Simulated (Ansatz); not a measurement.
Molecule: chloroboronic acid, sum formula H2BO2Cl (charge 0, singlet). 
Structure (B3LYP-D3(BJ)/def2-TZVP (Ansatz, an electronic-structure program) minimum search):
```xyz
6

B      0.0685    -0.4158    -0.0765
Cl    -0.2146     1.3021     0.2396
O      1.3650    -0.8133    -0.1844
O     -1.0319    -1.2077    -0.1874
H      1.5072    -1.7491    -0.3562
H     -0.8663    -2.1397    -0.3592
```
Charge 0, spin multiplicity 1.

Wanted: vertical ionisation energy (to the doublet state of charge +1; each state is the SCF solution reached for its spin), in eV. Cores are frozen in the correlated levels unless marked. UHF or UKS for open shells. Spin-orbit coupling is left out. Non-relativistic. Basis-set limits of correlation are two-point, X^-3; Hartree-Fock from the larger set. [CCSD(T)-MP2]/basis is that difference in the basis named.

```csv
level,program,vertical ionisation energy (eV)
BHLYP/def2-TZVPD,Ansatz,11.67
SCS-MP2/aug-cc-pV(D+d)Z,Ansatz,11.69
SCS-MP2/aug-cc-pV(T+d)Z,Ansatz,11.83
"RI-MP2/CBS(aug-cc-pV(T+d)Z,aug-cc-pV(Q+d)Z)+[CCSD(T)-MP2]/aug-cc-pV(T+d)Z",Ansatz,___
```

Task: Some entries are withheld; supply them.

Result: 
- RI-MP2/CBS(aug-cc-pV(T+d)Z,aug-cc-pV(Q+d)Z)+[CCSD(T)-MP2]/aug-cc-pV(T+d)Z, vertical ionisation energy (eV): 11.95
